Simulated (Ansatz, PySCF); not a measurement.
Stepwise substitution at one centre (Ga OH-NH2). Isolated molecules, 0 K electronic values unless said otherwise. One relaxed conformer stands for each flexible species; it need not be the lowest. Strings in code marks are SMILES.

Quantity: redistribution energy (mixed species minus the weighted end members), in eV.

Level 1: frozen-core CCSD(T)/cc-pVTZ // B3LYP-D3(BJ)/def2-TZVP (Ansatz, a quantum-chemistry and plane-wave program)
Level 2: PBE-D3(BJ)/def2-TZVP // B3LYP-D3(BJ)/def2-TZVP (PySCF)
Level 3: B3LYP/6-31G* // B3LYP-D3(BJ)/def2-TZVP (PySCF)
Level 4: HF/3-21G // B3LYP-D3(BJ)/def2-TZVP (PySCF)

```tsv
species	level 2	level 3	level 4
2 of 3 OH replaced by NH2: `[NH2][Ga]([OH])[NH2]`	-0.021	-0.021	-0.027
1 of 3 OH replaced by NH2: `[NH2][Ga]([OH])[OH]`	0.052	0.080	0.113
```

Task: What does level 1 give for each?

Result: 
- 2 of 3 OH replaced by NH2: `[NH2][Ga]([OH])[NH2]`: -0.019
- 1 of 3 OH replaced by NH2: `[NH2][Ga]([OH])[OH]`: 0.045
